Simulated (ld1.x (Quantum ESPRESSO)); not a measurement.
## What the settings do to the TM potential of Ho (Z = 67)

Base potential:

ld1.x (Quantum ESPRESSO) 7.5 input, shortened:

```
&input
   title='Ho', zed=67., rel=2, dft='REVPBE', iswitch=3,
   config='[Xe] 4f10 5d1 6s1.5 6p0', rel_dist='average'
 /
 &inputp
   pseudotype=2, tm=.true., lloc=0,
   nlcc=.true., rcore=1.35
 /
3
6P  2  1   0.00   0.00  3.50  3.50  0.0
5D  3  2   1.00   0.00  1.80  1.80  0.0
6S  1  0   1.50   0.00  2.50  2.50  0.0
 &test
   configts(1)='5d1 6s1.5 6p0'
 /
```

Open shells are filled in proportion to 2j + 1 (rel_dist='average').

All-electron outer shells of the reference configuration (revPBE, scalar-relativistic, ld1.x):

| shell | level (eV) | outermost node (bohr) | outermost maximum (bohr) |
| --- | --- | --- | --- |
| 4f | -12.41 | – | 0.52 |
| 6s | -6.84 | 1.51 | 3.18 |
| 5d | -5.00 | 0.74 | 1.86 |
| 6p | -3.47 | 1.82 | 4.14 |

Cutoffs, loose and tight: the cutoffs (Ry, on a coarse ladder) from which the occupation-weighted sum of valence levels, in a spherical-Bessel basis at the reference potential, stays within 10 and 1 mRy of its value at 400 Ry. They do not see the model core or the augmentation charge, which bear on the density cutoff. Test errors are all-electron minus pseudo excitation energies from the reference, over the configurations 5d1 6s2 6p0; 5d1 6s1 6p0; 5d1 6s0 6p0; 5d1 6s0 6p2; 5d1 6s1 6p1; 5d2 6s0 6p0; 5d0 6s2 6p1. A dash means not determined; rows that change the core or the reference have their own tests.

Cutoffs are not given where the Bessel-basis levels miss the radial ones by over 6 mRy, ghosts where they miss by over 20 mRy; a channel whose overlap is not positive is not tested.

On the changes marked as counting shells twice: ld1.x takes every shell without a wave as core, so the model core holds the marked electrons as well and exchange and correlation see them twice. This cancels in the reference configuration, but the file is broken for other ones, and its errors say nothing about a proper core correction.

| change | outcome | cutoff, loose | cutoff, tight | bound ghosts | largest test error (meV) |
| --- | --- | --- | --- | --- | --- |
| base | generated | 18 Ry | 25 Ry | none | -119 |
| core [Kr] 4d10, valence charge 21; reference 4f11 5s2 5p6 5d0 6s1 6p0; waves now 5p (bound): rc 2.35 bohr; 5d (bound): rc 3.65 bohr; 4f (bound): rc 1.20 bohr; 5s (bound): rc 1.45 bohr; core correction Bessel-smoothed model core inside 0.70 bohr (6s counted twice) | generated | – | – | not determined | -106 over the solved tests; 3 of 7 tests not solved or not reliable |
| wave 6p (bound): rc 3.50 bohr becomes 6p (bound): rc 3.20 bohr | generated | 18 Ry | 25 Ry | none | -112 |
| functional PBE | generated | 18 Ry | 25 Ry | none | -111 |
| core correction a·sin(br)/r model core inside 2.22 bohr | generated | 18 Ry | 25 Ry | none | -102 |
| wave 5d (bound): rc 1.80 bohr becomes 5d (bound): rc 2.42 bohr | generated | 18 Ry | 25 Ry | none | -119 |
| scalar-relativistic | generated | 18 Ry | 25 Ry | none | -118 |
| wave 6s (bound): rc 2.50 bohr becomes 6s (bound): rc 3.24 bohr | generated | 18 Ry | 21 Ry | none | -137 |
| all radii but the core radius scaled by about 1.07 (s 2.68, p 3.74, d 1.92 bohr) | generated | 18 Ry | 21 Ry | none | -135 |
| local potential the p channel | generated | 18 Ry | 25 Ry | none | -122 |

Question: What comes out with this change to the base: reference 5d1 6s1.5 6p0.5?

Answer: outcome: generated; cutoff, loose: 18 Ry; cutoff, tight: 25 Ry; bound ghosts: none; largest test error (meV): -55.
